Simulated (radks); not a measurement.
Results of a calculation; reference values are marked as such.
Initial-state core-level shifts of neutral rhodium when its valence configuration changes from [Kr] 4d8 5s1. Code: a radial shooting solver on a logarithmic mesh with Libxc functionals. Model: Dirac Kohn-Sham, PBE, spin-unpolarised, spherical densities, point nucleus; open shells fill j = l - 1/2 first. Shifts are changes of the shell-averaged eigenvalues in eV (positive: less bound).

valence               3p       3d       4s      4p
4d7 5s2           -3.851   -3.870   -3.582  -3.429
4d6 5s1 5p2      -11.009  -11.051  -10.324  -9.971
4d9               +3.184   +3.196   +3.054  +2.943
4d7.5 5s1.5       -1.851   -1.859   -1.736  -1.664
4d8.5 5s0.5       +1.685   +1.691   +1.604  +1.544
4d6.5 5s1.5 5p1   -7.476   -7.505   -7.032  -6.788
4d7 5s1 5p1       -5.374   -5.390   -5.136  -4.988
4d8 5p1           -1.591   -1.586   -1.645  -1.660
4d6 5s2 5p1       -9.703   -9.747   -9.010  -8.661
